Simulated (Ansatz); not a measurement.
Reaction (ligand exchange at the Sn–F bond): `F[CH2][SnH2][F]` + H₂S → `F[CH2][SnH2][SH]` + H–F

Isolated molecules relaxed with PBE0-D4/def2-TZVP in Ansatz; ΔE leaves out vibrations. CCSD(T)/CBS adds triple-zeta CCSD(T) − MP2 to the extrapolated MP2 energy (def2 sets, frozen cores). This one scheme is used for every species. DFT in def2-TZVPP. def2 core potentials past Kr. For Sn outer-core shells are correlated without core-valence functions, which leaves a few kJ/mol of doubt a bond. One conformer a species, not always the lowest.

| level | ΔE (kcal/mol) |
| --- | --- |
| BLYP-D4 | 1.2 |
| PBE-QIDH | -3.0 |
| RPA@PBE/def2-TZVPP | -0.5 |
| HF/def2-TZVPP | 2.2 |

**Question.** What does CCSD(T)/CBS give? (An estimate is asked.)

**Answer.** Ansatz gave: -2.2 kcal/mol. The listed levels differ from it by 3.4, -0.8, 1.7, 4.4 kcal/mol.

Largest T1 diagnostic among the species: 0.013.

From BLYP to BHLYP (50 % exact exchange), in def2-TZVPP and without D4, ΔE moves by −2.0 kcal/mol. The D4 term adds −1.9 kcal/mol with B3LYP and −1.0 kcal/mol with PBE0; it sums over pairs of atoms, weighted by their polarisabilities, and B3LYP, whose exchange is more repulsive, gets the larger term. At CCSD(T), def2-SVP lies +3.1 kcal/mol from the extrapolated value and def2-TZVPP +0.2 kcal/mol.

B3LYP here is the variant with VWN-RPA as its local correlation; programs differ in this.
